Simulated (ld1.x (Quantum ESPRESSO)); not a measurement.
Logarithmic derivatives: cadmium, TM

```json
{"Element": "Cd (Z = 48)", "Generator": "ld1.x (Quantum ESPRESSO) 7.5", "Type": "norm-conserving Troullier–Martins (Kleinman–Bylander form)", "Functional": "LDA (PZ)", "Relativity": "fully relativistic", "Frozen core": "[Ar] 3d10", "Valence charge": "20", "Reference configuration": "4s2 4p6 4d10 5s2 5p0", "Partial waves": "4s (bound): rc 1.50 bohr; 4p (bound): rc 1.30 bohr; 4d (bound): rc 1.75 bohr", "Local potential": "the d channel", "Core correction": "none"}
```

Open shells are filled in proportion to 2j + 1 (rel_dist='average').

Occupied shells without a wave of their own: 5s. They enter only through the test configuration that unscreens the potential.

The phase is arctan(r·u′/u) with u = r·R(r), unwrapped; energies in Ry, scanned from -10 to 5 Ry. A pole is an energy at which the radial function vanishes at the test radius. The pseudo phase is shifted by a multiple of π to meet the all-electron one at the reference energy, and phase errors are pseudo minus all-electron; the curves can meet again beyond the range given. Levels narrower than the energy grid can be missing from the lists of poles.

```
channel  radius (bohr)  reference energy (Ry)  poles, all-electron  poles, pseudo  unbroken range about the reference energy with phases within 0.05 rad  phase error 1 Ry above the reference energy (rad)
      s           1.91                  -7.77                -7.65    -7.65, 2.93                                                             below -1.6                                             -0.000
   p1/2           1.91                  -5.22                -4.99          -4.99                                                        the whole range                                             +0.001
   p3/2           1.91                  -4.79                -4.51          -4.51                                                        the whole range                                             +0.001
   d3/2           1.91                  -0.91                -0.09          -0.03                                       not even at the reference energy                                             +0.013
   d5/2           1.91                  -0.85                 0.00          -0.03                                                            -1.0 to 3.8                                             -0.005
```

The potential misses its own reference levels by up to 1.2 eV, so it is not fit for use.

Phases in the p3/2 channel:

```csv
E (Ry),all-electron,pseudo
-10.00,1.388,1.388
-9.52,1.381,1.382
-9.04,1.374,1.374
-8.56,1.366,1.366
-8.08,1.356,1.356
-7.60,1.343,1.344
-7.12,1.327,1.328
-6.64,1.305,1.306
-6.16,1.268,1.269
-5.68,1.189,1.190
-5.20,0.803,0.805
-4.72,-1.410,-1.410
-4.24,-1.657,-1.656
-3.76,-1.727,-1.726
-3.28,-1.768,-1.766
-2.80,-1.799,-1.798
-2.32,-1.829,-1.828
-1.84,-1.861,-1.859
-1.36,-1.897,-1.895
-0.88,-1.940,-1.938
-0.40,-1.996,-1.993
0.08,-2.072,-2.069
0.56,-2.181,-2.178
1.04,-2.351,-2.350
1.52,-2.629,-2.637
2.00,-3.067,-3.093
2.48,-3.575,-3.615
2.96,-3.957,-3.996
3.44,-4.192,-4.225
3.92,-4.337,-4.365
4.40,-4.432,-4.458
4.88,-4.500,-4.523
```
